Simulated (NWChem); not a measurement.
System: SiOF₃, doublet; SMILES [O][Si](F)(F)F

NWChem printed, in part:

```
             Northwest Computational Chemistry Package (NWChem) 7.3.0
             --------------------------------------------------------

                             Geometry "geometry" -> ""
                             -------------------------

 Output coordinates in angstroms (scale by  1.889725989 to convert to a.u.)

  No.       Tag          Charge          X              Y              Z
 ---- ---------------- ---------- -------------- -------------- --------------
    1 O                    8.0000     0.00180100    -1.69086700    -0.08015300
    2 Si                  14.0000     0.01926300    -0.01855300    -0.00565100
    3 F                    9.0000     1.05244000     0.53845600     1.09309400
    4 F                    9.0000    -1.48678500     0.38432700     0.39573900
    5 F                    9.0000     0.41849300     0.65380000    -1.41038700

 Effective nuclear repulsion energy (a.u.)     251.4311164391

  xc_inp: hfexch multiplicative factor not found.

                                 NWChem DFT Module
                                 -----------------

 Summary of "ao basis" -> "ao basis" (spherical)
 ------------------------------------------------------------------------------
       Tag                 Description            Shells   Functions and Types
 ---------------- ------------------------------  ------  ---------------------
 O                           6-31g*                  6       14   3s2p1d
 Si                          6-31g*                  8       18   4s3p1d
 F                           6-31g*                  6       14   3s2p1d

            General Information
            -------------------
          SCF calculation type: DFT
          Wavefunction type:  spin polarized.
          No. of atoms     :     5
          No. of electrons :    49
           Alpha electrons :    25
            Beta electrons :    24
          Charge           :     0
          Spin multiplicity:     2
          Use of symmetry is: off; symmetry adaption is: off
          Maximum number of iterations: 150
          AO basis - number of functions:    74
                     number of shells:    32
          Convergence on energy requested:  1.00D-06
          Convergence on density requested:  1.00D-05
          Convergence on gradient requested:  5.00D-04

              XC Information
              --------------
                     Hartree-Fock (Exact) Exchange  1.000

      Superposition of Atomic Density Guess
      -------------------------------------

 Sum of atomic energies:        -661.68865582

      Non-variational initial energy
      ------------------------------

 Total energy =    -662.135712
 1-e energy   =   -1422.200817
 2-e energy   =     508.633989
 HOMO         =      -0.453077
 LUMO         =       0.039049

     ---------------------------------------------
      Total Density - Mulliken Population Analysis
     ---------------------------------------------

    Atom       Charge   Shell Charges
 -----------   ------   -------------------------------------------------------
    1 O    8     8.41   2.00  0.97  2.68  0.96  1.80  0.01
    2 Si  14    11.83   2.00  2.00  5.97  0.58  0.81  0.04  0.15  0.29
    3 F    9     9.59   2.00  0.95  3.45  1.00  2.19  0.01
    4 F    9     9.58   2.00  0.95  3.44  1.00  2.19  0.01
    5 F    9     9.59   2.00  0.95  3.45  1.00  2.19  0.01

     --------------------------------------------
      Spin Density - Mulliken Population Analysis
     --------------------------------------------

    Atom       Charge   Shell Charges
 -----------   ------   -------------------------------------------------------
    1 O    8     0.93   0.00  0.00  0.55  0.00  0.38  0.00
    2 Si  14     0.03   0.00  0.00  0.00  0.00  0.01  0.00  0.01  0.01
    3 F    9     0.01   0.00  0.00  0.00 -0.00  0.00 -0.00
    4 F    9     0.02   0.00  0.00  0.02 -0.00  0.01 -0.00
    5 F    9     0.01   0.00  0.00  0.00 -0.00  0.00 -0.00

[...]

                     NWChem Electrostatic Potential Fit Module
                     -----------------------------------------

 Atom parameters

 Number of atoms is                                    5
 Number of basis functions is                         74

 Grid parameters

 Maximum number of grid points is                  28965
 Number of grid points is                          28964
 Grid range                                     0.300000 nm
 Grid spacing                                   0.020000 nm
 Probe radius                                   0.070000 nm
 Atom radius factor                             1.000000

 Atomic radii

    8    0.136000
    9    0.128000
   14    0.187000
 FASTESP  F
  using M.O. file = ./job.movecs

    Atom              Coordinates                           Charge

                                                  ESP

    1 O     0.000180   -0.169087   -0.008015   -0.360269
    2 Si    0.001926   -0.001855   -0.000565    1.522016
    3 F     0.105244    0.053846    0.109309   -0.388293
    4 F    -0.148679    0.038433    0.039574   -0.385184
    5 F     0.041849    0.065380   -0.141039   -0.388270
                                            ------------
                                                0.000000

 Dipole moment                                  0.082280

 Quadrupole moment Qxx                         -0.123910
                   Qyy                         -0.294383
                   Qzz                          0.418293

 RMS deviation kJ/mol                           0.066070

 RRMS %                                        30.268048
```

Level: UHF/6-31G* (spherical d). The radical's symmetric form is orbitally degenerate, so geometry and low modes hang on which distorted state is reached. The geometry was optimised at PBE-D3(BJ)/def2-SVP, spin-unrestricted. No stability test was run on the SCF state.

Question: Which NWChem input produces such a log?

Answer: Several could match; the one computed here: the input that was run:
```
start job
memory heap 200 mb stack 900 mb global 1100 mb
geometry units angstroms noautosym nocenter noautoz
  O      0.001801    -1.690867    -0.080153
  Si     0.019263    -0.018553    -0.005651
  F      1.052440     0.538456     1.093094
  F     -1.486785     0.384327     0.395739
  F      0.418493     0.653800    -1.410387
end
basis spherical
  O library 6-31g*
  Si library 6-31g*
  F library 6-31g*
end
dft
  odft
  mult 2
  xc hfexch
  iterations 150
  mulliken
end
task dft energy
esp
  recalculate
  probe 0.07
  range 0.3
  factor 1.0
  spacing 0.02
end
task esp
```
